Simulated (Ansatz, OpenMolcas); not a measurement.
## How methods differ on Si2H4ClF (SMILES F[SiH]([SiH3])Cl)

Si2H4ClF: 8 atoms, total charge 0, spin state singlet. As SMILES, `F[SiH]([SiH3])Cl`. The coordinates come from a PBE0-D4/def2-TZVP relaxation.

```xyz
8

F    -1.3290    1.7968    0.1612
Si   -0.3829    0.8128   -0.6677
Si    0.5390   -0.7930    0.7613
Cl   -1.5341   -0.1301   -2.0759
H     0.5966    1.6554   -1.3923
H     1.3557   -0.1311    1.8123
H     1.4035   -1.6938   -0.0444
H    -0.5566   -1.5741    1.3896
```

Each level gives the energy change with the Si2–H5 bond stretched from 1.481 to 1.704 Å (eV). The values are calculated.

```tsv
level	kind	program	value (eV)	less CCSD(T)/def2-SVP
HF/def2-SVP (unrestricted)	Hartree–Fock	OpenMolcas	0.40	+0.05
PBE/def2-SVP (restricted)	GGA	OpenMolcas	0.25	-0.10
M06-L/def2-SVP (restricted)	meta-GGA	OpenMolcas	0.34	-0.01
M06-2X/def2-SVP (restricted)	hybrid meta-GGA	OpenMolcas	0.35	0.00
wB97X/def2-SVP (restricted)	range-separated hybrid	Ansatz	0.33	-0.02
PBE-QIDH/def2-SVP (restricted)	double hybrid	Ansatz	0.37	+0.02
RPA@PBE/def2-SVP (restricted)	RPA	Ansatz	0.34	-0.01
CCSD(T)/def2-SVP (restricted)	coupled cluster or CI	OpenMolcas	0.35	0.00
CCSD/def2-SVP (restricted)	coupled cluster or CI	Ansatz	0.36	+0.01
```

Differences are taken from CCSD(T)/def2-SVP (restricted) for orientation; it has basis-set and higher-order errors of its own. The first shape isn't each level's own minimum. The values span 0.25 to 0.40 eV.
